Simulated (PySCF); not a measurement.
## Effect of structural changes

The calculation used PySCF 2.14.0, TDDFT PBE0/def2-SVPD circular dichroism and optical rotation, one conformer, gas phase. Geometry: GFN2-xTB.

Each molecule in one low-energy conformer. The parent is B[Si@@H]1C[C@@H]1C.

(1) How does the specific rotation at 589.3 nm (origin-invariant length gauge) change along this series?
- B[Si@@H]1C[C@@H]1C (base)
- B[Si@H]1C[C@@H]1C (diastereomer)

Answers

(1) 
| molecule | [α]589 (deg dm⁻¹ (g/mL)⁻¹) | S1 (eV) | R(S1), velocity form (10⁻⁴⁰ esu² cm²) |
| --- | --- | --- | --- |
| B[Si@@H]1C[C@@H]1C | +550.8 | 3.81 | +15.8 |
| B[Si@H]1C[C@@H]1C | +249.6 | 3.88 | +1.3 |

The specific rotation at 589.3 nm (origin-invariant length gauge) is lowest for B[Si@H]1C[C@@H]1C and highest for B[Si@@H]1C[C@@H]1C.
